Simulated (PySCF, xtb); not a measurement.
ethenyl(ethynyl)silane (C4H6Si), SMILES C#C[SiH2]C=C. The values are those of a single conformer.

Harmonic wavenumbers (cm⁻¹) from GFN2-xTB (xtb) at its own minimum, in rising order: 40, 107, 210, 265, 294, 443, 516, 574, 647, 678, 683, 696, 750, 774, 920, 1010, 1029, 1276, 1426, 1672, 2195, 2209, 2223, 3024, 3068, 3093, 3351.

**Question.** What does PBE-D3(BJ)/def2-SVP run with PySCF give at its own minimum? (Estimate from the structure and the level; the computed values follow.)

**Answer.** 67, 124, 231, 263, 312, 478, 595, 619, 684, 693, 700, 730, 828, 902, 945, 979, 1002, 1228, 1371, 1622, 2084, 2157, 2167, 3049, 3072, 3142, 3390. Paired by order, the mean absolute difference is 42 cm⁻¹ and the zero-point energies are 47.4 and 47.8 kcal/mol.
